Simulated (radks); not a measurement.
Values are calculated unless marked as measured or tabulated.
Ionisation of the platinum ion Pt+, [Xe] 4f14 5d9, to Pt2+, [Xe] 4f14 5d8, under several functionals. Scalar-relativistic Kohn-Sham, spin-polarised, spherical densities, point nucleus; open shells are filled with parallel spins first (spin-orbit coupling, left out, can overturn this in heavy ions); a radial shooting solver on a logarithmic mesh with Libxc functionals.

| functional | E(Pt+) (hartree) | Exc (hartree) | IE (eV) | -e(HOMO) (eV) | <r> HOMO (bohr) | IE error (eV) |
|---|---|---|---|---|---|---|
| XLYP | -18415.1995 | -355.9723 | 19.418 | 13.956 | 1.660 | +0.858 |
| AM05 | -18403.3192 | -344.1651 | 19.478 | 14.000 | 1.648 | +0.918 |
| LDA (Slater exchange, Perdew-Wang correlation) | -18402.8922 | -343.7218 | 19.804 | 14.311 | 1.652 | +1.244 |
| PW91 | -18414.9450 | -355.7545 | 19.527 | 14.061 | 1.651 | +0.967 |
| exchange-only B88 | -18409.9790 | -350.7159 | 18.320 | 12.942 | 1.666 | -0.240 |
| OLYP | -18419.7078 | -360.7760 | 19.340 | 13.854 | 1.641 | +0.780 |

NIST Atomic Spectra Database: 18.6 eV (measured). Closest: exchange-only B88. The Delta-SCF values span 1.48 eV, the total energies 16.82 hartree. The highest occupied level is 5d. Open shells are spherical and high-spin; term and fine-structure splittings are not resolved. Spin-orbit splitting is averaged out at the scalar-relativistic level.
